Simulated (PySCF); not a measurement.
Compound: [WO3(NH2)]- (charge -1 and singlet state).
Bonds: W1–O2, W1–O3, W1–O4, W1–N5. Hydrogens: H6, H7 on N5.

A GFN2-xTB structure was refined with PySCF, PBE0-D3(BJ)/def2-SVP geometry optimisation, gas phase, def2 core potentials past Kr. Its GFN2-xTB values:

```csv
coordinate,GFN2-xTB
W1–O2,1.706 Å
W1–O3,1.618 Å
W1–N5,2.107 Å
N5–H6,0.993 Å
O2–W1–O3,118.4°
O2–W1–N5,106.1°
O3–W1–O4,109.4°
O3–W1–N5,107.2°
```

**Question.** How do these coordinates change at the PBE0-D3(BJ)/def2-SVP level?

**Answer.** 
```json
{"coordinate": "W1–O3", "PBE0-D3(BJ)/def2-SVP (Å or °)": "1.749", "change": "+0.131"}
{"coordinate": "W1–N5", "PBE0-D3(BJ)/def2-SVP (Å or °)": "2.008", "change": "-0.099"}
{"coordinate": "W1–O2", "PBE0-D3(BJ)/def2-SVP (Å or °)": "1.751", "change": "+0.045"}
{"coordinate": "N5–H6", "PBE0-D3(BJ)/def2-SVP (Å or °)": "1.015", "change": "+0.022"}
{"coordinate": "O2–W1–O3", "PBE0-D3(BJ)/def2-SVP (Å or °)": "109.9", "change": "-8.5"}
{"coordinate": "O2–W1–N5", "PBE0-D3(BJ)/def2-SVP (Å or °)": "110.5", "change": "+4.4"}
{"coordinate": "O3–W1–O4", "PBE0-D3(BJ)/def2-SVP (Å or °)": "112.6", "change": "+3.2"}
{"coordinate": "O3–W1–N5", "PBE0-D3(BJ)/def2-SVP (Å or °)": "106.8", "change": "-0.4"}
```

The energy falls by 0.856 eV over 10 energy and gradient evaluations, the largest force component goes from 0.2162 to 2.9e-04 Eh/bohr, and the atoms move by 0.088 Å rms after alignment. The bond that changes most is W1–O3 (ends: tungsten bonded to N and 3 O; oxygen bonded to W), which lengthens by 0.131 Å. Bonds longer at the end by more than 0.005 Å: 4 of 6; shorter: 2. Among the dihedrals that turn most is O2–W1–N5–H7, from 53° to 68°. Rotational constants go from 3918, 3384, 3305 to 3776, 3402, 3306 MHz.

The run used 98 basis functions and 87 SCF cycles in all. On one thread, AMD EPYC 9R14 (x86_64), no GPU, shared host, this took 46 s wall and 0.38 GiB of memory at its peak.

Stationary, but not proved a minimum.
